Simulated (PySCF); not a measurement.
# Dipole response of B⁻ (boron, charge -1)

[He] 2s2 2p2, high-spin 3P determinant. All numbers are calculated (PySCF 2.14, the non-relativistic Hamiltonian (point nucleus), in aug-cc-pwCVTZ). Coupled (time-dependent) response in atomic units; α is the mean over directions.

| method | mean α (bohr³) | α xx, yy, zz | C₆ (like pair) | S(−4) |
| --- | --- | --- | --- | --- |
| UHF | 107.6 | 51.76, 135.6, 135.6 | 1090 | 12360 |

S(−4) is the Cauchy moment in α(ω) = α(0) + S(−4) ω² + …

α(iu) at UHF:

```csv
u (hartree),α(iu) (bohr³)
0,107.6
0.0500,86.33
0.100,61.51
0.200,35.19
0.300,22.09
0.500,10.59
0.750,5.442
1.00,3.304
1.50,1.600
2.00,0.9479
3.00,0.4502
5.00,0.1765
```

A single London oscillator, α(iu) = α/(1 + u²/ω²), gives C₆ = (3/4) ω α². Matching the computed C₆ needs ω = 4 × 1090 / (3 × 107.6²) = 0.126 hartree.

For an ion, C₆ is the dispersion term alone; charge-induced terms of lower order in 1/R come first.

The components differ because the open shell of this determinant is not spherical; for a pure term their mean is the scalar polarisability.
